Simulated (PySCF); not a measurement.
PySCF 2.14 output of an unrestricted revPBE calculation on a single atom or ion in x2c-TZVPPall, with scalar relativity by spin-free X2C-1e:

```
SCF conv_tol = 1e-09
number electrons alpha = 36  beta = 31
    Y. Zhang and W. Yang.,  Phys. Rev. Lett. 80, 890 (1998)
    J. P. Perdew, K. Burke, and M. Ernzerhof.,  Phys. Rev. Lett. 77, 3865 (1996)
    J. P. Perdew, K. Burke, and M. Ernzerhof.,  Phys. Rev. Lett. 78, 1396 (1997)
cycle= 1 E= -13085.8788620839  delta_E= -0.0195  |g|= 0.568  |ddm|= 0.528
cycle= 2 E= -13085.797899687  delta_E= 0.081  |g|= 1.16  |ddm|= 0.546
cycle= 3 E= -13085.9072531657  delta_E= -0.109  |g|= 0.0366  |ddm|= 0.356
cycle= 4 E= -13085.9074042342  delta_E= -0.000151  |g|= 0.00305  |ddm|= 0.0207
cycle= 5 E= -13085.9074057767  delta_E= -1.54e-06  |g|= 0.000288  |ddm|= 0.00455
cycle= 6 E= -13085.9074058569  delta_E= -8.02e-08  |g|= 7.98e-05  |ddm|= 0.00182
cycle= 7 E= -13085.907405868  delta_E= -1.11e-08  |g|= 5.06e-06  |ddm|= 0.000959
cycle= 8 E= -13085.9074058681  delta_E= -2.18e-11  |g|= 3.38e-07  |ddm|= 3.14e-05
converged SCF energy = -13085.9074058681  <S^2> = 8.750758  2S+1 = 6.0002526
```

The run itself started from symmetry-adapted Hartree-Fock orbitals and held the occupation by maximum overlap, on a logarithmic radial grid, so the iterations belong to that start.

Task: Which element, charge and spin multiplicity is this?

Result: Er⁺ (erbium, charge +1), multiplicity 6; the state was [Xe] 4f11 6s1 6p1, one real determinant (an excited configuration).

⟨L²⟩ = 36.02 against 56 for a pure K term, so this real determinant mixes terms. Spin-orbit coupling, absent here, splits the open shell strongly.
